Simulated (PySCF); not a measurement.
## SMILES [H]/N=C\C(=C)[SiH2]Br, C₃H₆BrNSi

Geometry:
```tsv
atom	x (Å)	y (Å)	z (Å)
C1	0.410	1.026	-0.341
C2	0.157	-0.085	0.374
C3	-1.221	-0.619	0.427
N4	-1.665	-1.591	1.111
Si5	1.576	-0.952	1.241
Br6	1.262	-0.949	3.452
H7	1.409	1.467	-0.408
H8	-0.390	1.540	-0.889
H9	-1.943	-0.088	-0.221
H10	-0.934	-2.011	1.697
H11	2.837	-0.220	0.942
H12	1.676	-2.379	0.826
```

Computed with GIAO PBE0/pcSseg-1 magnetisability, rotational g tensor and spin-rotation constants, non-relativistic, gas phase (PySCF). Geometry: PBE0-D3(BJ)/def2-SVP.

The calculation is non-relativistic, which matters for the atoms heavier than Zn.

Q: Give the nuclear spin-rotation constants along the inertial axes (H = +C I·J) beside the isotropic shieldings.

A: Rotational constants 2.9825, 1.0719, 0.8856 GHz. A star marks the isotopologue with that one atom substituted, in its own axes.
```tsv
atom	isotope	Caa (kHz)	Cbb (kHz)	Ccc (kHz)	mean (kHz)	σ (ppm)
N4	14N	0.819	0.218	0.083	0.373	-106.9
Br6	79Br	1.333	0.805	0.612	0.917	2709.9
H7	1H	-0.266	0.096	-0.097	-0.089	24.8
H8	1H	0.133	-0.092	-0.064	-0.008	25.0
H9	1H	0.229	-0.090	-0.060	0.026	23.3
H10	1H	0.377	-0.094	-0.071	0.071	20.6
H11	1H	-0.254	0.049	-0.078	-0.094	26.1
H12	1H	-0.258	-0.081	0.039	-0.100	25.7
C1	13C*	1.073	0.487	0.183	0.581	35.6
C2	13C*	1.105	0.484	0.197	0.595	32.8
C3	13C*	1.425	0.435	0.234	0.698	8.8
Si5	29Si*	-1.743	-0.647	-0.570	-0.987	367.1
```
For the geometry as given, no vibrational averaging.

Q: How do the rotational constants and the g tensor change when H7, H8, H9, H10, H11, H12 are replaced by deuterium?

A: Constants 2.5932, 0.9952, 0.8197 GHz; g -0.0421, -0.0144, -0.0084, against -0.0475, -0.0155, -0.0092 before.
